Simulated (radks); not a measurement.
Values are calculated unless marked as measured or tabulated.
Task: The copper ion Cu+, [Ar] 3d10. Code: a radial shooting solver on a logarithmic mesh with Libxc functionals. Model: non-relativistic Kohn-Sham, exchange-only B88, spin-polarised, spherical densities, point nucleus. Every spin shell is full or empty, so the densities are truly spherical. Functionals are evaluated on that one density, not self-consistently. Rank these exchange functionals by their error against the exact value of the orbitals, and give that value: LDA, B88, PBEsol, revPBE, RPBE, PW86, AM05, SOGGA, TASK, MVS.

Result: Exact: -65.4151 hartree. From best to worst, with 100 (|E| - |E exact|)/|E exact| (equal figures are ties): revPBE +0.22, MVS +0.27, RPBE +0.31, B88 +0.48, PW86 +0.60, PBEsol -2.34, SOGGA -2.36, TASK -2.44, AM05 -5.14, LDA -5.69.
